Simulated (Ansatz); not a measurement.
As₆, relaxed as a singlet with RKS PBE-D4/def2-SVP in Ansatz, starting from the GFN1-xTB geometry. Force threshold 0.02 eV/Å.

The structure comes from a short search, and lower isomers may exist.

Start:

```
atom    x (Å)    y (Å)    z (Å)
 As1  -1.0698  -1.2791  -0.8245
 As2   1.1661  -0.5174  -1.3527
 As3   0.6277   1.6955  -0.4354
 As4   0.7105  -1.5212   0.7998
 As5  -1.6071   0.9325   0.0937
 As6   0.1727   0.6897   1.7191
```

```
step   energy (eV)  largest force component (eV/Å)  SCF passes
   1  -364952.9876                           1.439          16
   2  -364953.2565                           0.212          20
   3  -364953.2648                           0.035          19
   4  -364953.2650                           0.003          21
```

Force components are those of the run's own axes.

End:

Cartesian coordinates in Å:
```
As -1.103 -1.327 -0.853
As 1.206 -0.538 -1.400
As 0.648 1.757 -0.448
As 0.734 -1.577 0.825
As -1.661 0.968 0.100
As 0.176 0.718 1.777
```

By distances, no bond broke or formed. The bond that changes most is As4–As6, from 2.45 to 2.55 Å (atoms count from 1).

No frequencies were taken in this run, so the end may be a saddle point.

It took 6.5 s on 4 threads of Intel Xeon 6975P-C on a shared host.
